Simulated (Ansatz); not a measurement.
A structure relaxed at PBE-D4/def2-SVP in Ansatz, charge 0, singlet:

```xyz
12

Zn    0.746    2.369    1.668
Te   -1.264    1.863    3.039
Zn   -0.034   -0.295    2.965
Te    1.168   -2.466    2.799
Zn   -0.819   -2.663    1.317
Te   -2.764   -2.749   -0.231
Zn   -0.762   -2.348   -1.652
Te    1.279   -1.899   -2.998
Zn    0.062    0.268   -2.968
Te   -1.152    2.435   -2.845
Zn    0.806    2.682   -1.331
Te    2.733    2.804    0.236
```

(1) Give its formula, name or SMILES and point group.

(2) Summarise the bond lengths by kind (pairs closer than 1.2 times the sum of covalent radii, bridged metal pairs left out).

## Answers

(1) (ZnTe)6 ring (Zn6Te6). Point group C2h (tolerance 0.1 Å).

(2) 12 × Te–Zn 2.49 Å.

In the def2 sets Te takes a core potential; there is no spin–orbit coupling.
